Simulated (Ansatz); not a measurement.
Molecule: InCl3 (charge -1, doublet). 
Geometry from a B3LYP-D3(BJ)/def2-TZVP (Ansatz, a quantum-chemistry and plane-wave program) optimisation:
```
In
Cl 1 2.4827
Cl 1 2.4827 2 107.98
Cl 1 2.4827 2 107.98 3 -116.52
```
Charge -1, spin multiplicity 2.

Basis-set convergence of Hartree-Fock and CCSD(T) correlation energies (hartree) with Ansatz. Correlated levels leave the core frozen unless marked. Open shells are spin-unrestricted. Spin-orbit coupling is left out. The frozen core is the preceding noble-gas configuration, with the filled d and f shells of earlier blocks. In def2 rows, elements after Kr have scalar-relativistic effective core potentials. This anion needs diffuse functions, which these sets lack.

```csv
basis,functions,E(HF),"E(corr, CCSD(T))"
def2-SVP,80,-1567.50633,-0.48262
def2-TZVPP,176,-1567.99174,-0.70417
def2-QZVPP,292,…,…
```

### Question
Complete the blanks.

### Answer

- def2-QZVPP, E(HF): -1568.03240
- def2-QZVPP, E(corr, CCSD(T)): -0.77436
